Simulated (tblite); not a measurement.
Question: What does the GFN2-xTB structure of `[CH2]c1ccc([S@@](C)=O)o1` [radical] look like in three dimensions? (Doublet state.)

Answer: 
```xyz
16
C6H7O2S angstrom
C     -2.7103    1.2095   -0.0644
C     -1.7044    0.2935   -0.0494
C     -1.6632   -1.0390    0.4329
C     -0.3815   -1.5176    0.1903
C      0.3197   -0.4837   -0.3954
S      1.9722   -0.4422   -1.0982
C      2.5932    0.8232    0.1102
O      2.5802   -1.7137   -0.7174
O     -0.4660    0.6043   -0.5596
H     -3.6717    0.9639    0.3403
H     -2.5567    2.1853   -0.4831
H     -2.4800   -1.5564    0.8913
H      0.0224   -2.4840    0.4139
H      3.6278    1.0352   -0.1381
H      2.5254    0.4171    1.1133
H      1.9853    1.7136    0.0020
```

Any rigid rotation of these coordinates is as good. Atoms count from 1 in this order. C4 (carbon bonded to 2 C and H) is planar (angles 128.5°, 125.0° and 106.5°, sum 360.0°, 0.01 Å off the plane of its three neighbours). C1 (carbon bonded to C and 2 H) is planar (angles 120.7°, 120.3° and 119.0°, sum 360.0°, 0.00 Å off the plane of its three neighbours). C3 (carbon bonded to 2 C and H) is planar (angles 127.8°, 125.3° and 106.9°, sum 360.0°, 0.00 Å off the plane of its three neighbours). The C–S distances run from 1.796 Å (C5–S6, drawn single) to 1.857 Å (S6–C7, drawn single), a spread of 0.061 Å.

Bonds between heavy atoms (Å): C1–C2 1.361, C2–C3 1.418, C3–C4 1.390, C4–C5 1.380, C5–S6 1.796, S6–C7 1.857, S6=O8 1.460, C5–O9 1.352, C2–O9 1.375.

Structure optimised with GFN2-xTB, isolated species. This method treats the open shell by occupation alone, without spin polarisation.

Point group: C1 (no symmetry element, even within 0.4 Å). Its GFN2-xTB frequencies are all real (lowest 40 cm⁻¹). Torsions: H–C1–C2–C3 0° and 180°, C4–C5–S6–C7 -118°. 3 starts were optimised and ended at 0.00, 0.00 and 2.27 kcal/mol (GFN2-xTB); the lowest of these is shown.

One conformer stands for the species.

These are computed values.
